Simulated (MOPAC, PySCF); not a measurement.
Positional isomers: butadiene chloro+silyl. Isolated molecules, 0 K electronic values unless said otherwise. One relaxed conformer stands for each flexible species; it need not be the lowest. Strings in code marks are SMILES.

Quantity: electronic energy of isomers of C4H7ClSi relative to `C=C/C(Cl)=C/[SiH3]` (C–C–C–Cl torsion 0°), in eV. Semi-empirical values (MOPAC) are differences of heats of formation.

Level 1: TPSSh-D3(BJ)/def2-TZVP // CAM-B3LYP-D3(BJ)/def2-TZVP (PySCF)
Level 2: B3LYP/6-31G* // CAM-B3LYP-D3(BJ)/def2-TZVP (PySCF)
Level 3: HF/6-31G* // CAM-B3LYP-D3(BJ)/def2-TZVP (PySCF)
Level 4: PM7 // CAM-B3LYP-D3(BJ)/def2-TZVP (MOPAC)

```tsv
species	level 2	level 3	level 4
`C=C([SiH3])/C=C/Cl` (Si–C–C–C torsion 0°)	0.074	0.068	0.289
`C=C(Cl)/C=C/[SiH3]` (Cl–C–C–C torsion 0°)	-0.019	-0.038	0.156
`C=C(Cl)/C=C\[SiH3]` (Cl–C–C–C torsion 0°)	0.145	0.162	0.148
`C=C/C([SiH3])=C/Cl` (C–C–C–Si torsion 0°)	0.119	0.152	0.146
`C=C/C(Cl)=C\[SiH3]` (C–C–C–Cl torsion 0°)	0.045	0.052	0.211
```

What does level 1 give for each, and how far do the other levels lie from it on average?


- `C=C([SiH3])/C=C/Cl` (Si–C–C–C torsion 0°): 0.108
- `C=C(Cl)/C=C/[SiH3]` (Cl–C–C–C torsion 0°): 0.027
- `C=C(Cl)/C=C\[SiH3]` (Cl–C–C–C torsion 0°): 0.126
- `C=C/C([SiH3])=C/Cl` (C–C–C–Si torsion 0°): 0.110
- `C=C/C(Cl)=C\[SiH3]` (C–C–C–Cl torsion 0°): 0.041
Mean absolute difference from level 1, which has limits of its own, over these rows (drawn at random from the members that have all these levels): level 2 0.022 eV, level 3 0.039 eV, level 4 0.108 eV.
